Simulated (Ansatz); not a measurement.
CaF₂⁻. The state is a doublet with charge -1. Geometry relaxed at PBE0-D4/def2-TZVPD.

Cartesian coordinates in Å:
```
Ca 0.045 -0.047 0.682
F 0.514 -1.658 -0.492
F -0.560 1.705 -0.190
```

The structure comes from a short search, and lower isomers may exist.

(1) Estimate the harmonic wavenumbers at UKS PBE0-D4/def2-TZVPD (Ansatz, unscaled). Is this a minimum?

Results:

(1) 128, 472, 501 cm⁻¹. Yes, no mode is imaginary beyond noise. Zero-point energy 6.6 kJ/mol. Run time 5.5 s (4 threads of Arm Neoverse V2 on a shared host).
